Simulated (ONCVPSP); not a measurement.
u(r) = r·R(r): atom against pseudo-atom (N (Z = 7))

Columns: radius, all-electron u(r) and pseudo u(r) of the 2p shell (level -7.30 eV) of nitrogen in the configuration [He] 2s1.5 2p3.5; PBE, scalar-relativistic, ONCV scheme, ONCVPSP 4.0.1.

| r (bohr) | all-electron | pseudo |
| --- | --- | --- |
| 0.103 | 0.0767 | 0.0232 |
| 0.205 | 0.2217 | 0.0889 |
| 0.308 | 0.3726 | 0.1902 |
| 0.410 | 0.5023 | 0.3134 |
| 0.513 | 0.6061 | 0.4467 |
| 0.615 | 0.6828 | 0.5737 |
| 0.718 | 0.7358 | 0.6849 |
| 0.820 | 0.7671 | 0.7697 |
| 0.923 | 0.7810 | 0.8255 |
| 1.025 | 0.7811 | 0.8510 |
| 1.128 | 0.7705 | 0.8500 |
| 1.230 | 0.7522 | 0.8281 |
| 1.332 | 0.7283 | 0.7920 |
| 1.435 | 0.7003 | 0.7476 |
| 1.538 | 0.6698 | 0.7006 |
| 1.640 | 0.6382 | 0.6555 |
| 1.743 | 0.6057 | 0.6134 |
| 1.845 | 0.5734 | 0.5759 |
| 1.948 | 0.5413 | 0.5416 |
| 2.050 | 0.5102 | 0.5102 |
| 2.153 | 0.4798 | 0.4798 |
| 2.255 | 0.4509 | 0.4509 |
| 2.358 | 0.4229 | 0.4229 |
| 2.460 | 0.3965 | 0.3965 |
| 2.562 | 0.3715 | 0.3715 |
| 2.665 | 0.3475 | 0.3475 |

How many radial nodes do the two functions have?

The all-electron 2p function has n − l − 1 = 0; the pseudo-wave has 0.

At about which radius was the pseudo-wave matched?

2.05 bohr, where the columns begin to agree (steps of 0.10 bohr).

Is the pseudo-wave norm-conserving?

Yes: the ONCV scheme keeps the norm inside the radius equal to the all-electron one, which fixes the energy derivative of the logarithmic derivative at the level.
